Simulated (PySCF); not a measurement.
**Highest orbital energy against ionisation energy along the 4p block**

Calculated with PySCF 2.14, no spin-orbit coupling. Each cell gives −ε(HOMO) / ΔSCF in eV; NIST values include spin-orbit coupling, (s) semi-empirical, (t) theoretical.

| species | UHF | LDA | PBE | PBE0 | r2SCAN | NIST (lowest levels) |
| --- | --- | --- | --- | --- | --- | --- |
| Ga⁺ (aug-cc-pVTZ-DK, spin-free X2C) | 19.037 / 18.771 | 16.674 / 21.160 | 16.352 / 20.788 | 17.234 / 20.460 | 16.628 / 20.522 | 20.515 |
| Ge⁺ (aug-cc-pVTZ-DK, spin-free X2C) | 15.569 / 15.248 | 11.696 / 15.893 | 11.688 / 15.761 | 12.810 / 15.795 | 12.066 / 15.962 | 15.935 |
| As⁺ (aug-cc-pVTZ-DK, spin-free X2C) | 18.440 / 17.979 | 14.036 / 18.652 | 14.009 / 18.495 | 15.287 / 18.552 | 14.439 / 18.714 | 18.589 |
| Se⁺ (aug-cc-pVTZ-DK, spin-free X2C) | 21.425 / 20.842 | 16.433 / 21.464 | 16.400 / 21.301 | 17.847 / 21.396 | 16.910 / 21.576 | 21.196 ± 0.01 |
| Br⁺ (aug-cc-pVTZ-DK, spin-free X2C) | 21.088 / 20.239 | 16.603 / 21.643 | 16.496 / 21.368 | 17.903 / 21.381 | 16.865 / 21.437 | 21.591 |
| Kr⁺ (aug-cc-pVTZ-DK, spin-free X2C) | 24.210 / 23.232 | 19.164 / 24.611 | 19.032 / 24.304 | 20.598 / 24.344 | 19.452 / 24.418 | 24.360 |

Question: How far is −ε(HOMO) from ΔSCF on average for each method, and why?

Answer: UHF 0.58 eV; LDA -4.80 eV; PBE -4.67 eV; PBE0 -3.38 eV; r2SCAN -4.38 eV. Hartree-Fock orbital energies lack relaxation and so exceed the ΔSCF value; semilocal functionals have convex E(N) from self-interaction, so their HOMO lies far too high; exact exchange moves hybrids part of the way back.
